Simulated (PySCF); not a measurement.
2-bromopropane (C₃H₇Br), SMILES C(C)(C)Br.

Geometry: B3LYP-D3(BJ)/def2-SVP.

Method: r2SCAN/def2-TZVP (PySCF).

Isolated molecule, no solvent.

| Item | Value |
|---|---|
| total energy | -2692.64856 hartree |
| point group | Cs |
| highest occupied level | -6.79 eV |
| lowest empty level | -0.82 eV |
| orbital gap | 5.97 eV |
| dipole moment | 0.503 e·Å |
| quadrupole, principal values (traceless, Buckingham form, about the centre of nuclear charge) | -1.10, -0.44, 1.54 D·Å |
| mean static polarisability | 58.6 bohr³ (8.68 Å³) |
| polarisability, principal values | 48.3, 55.5, 71.9 bohr³ |
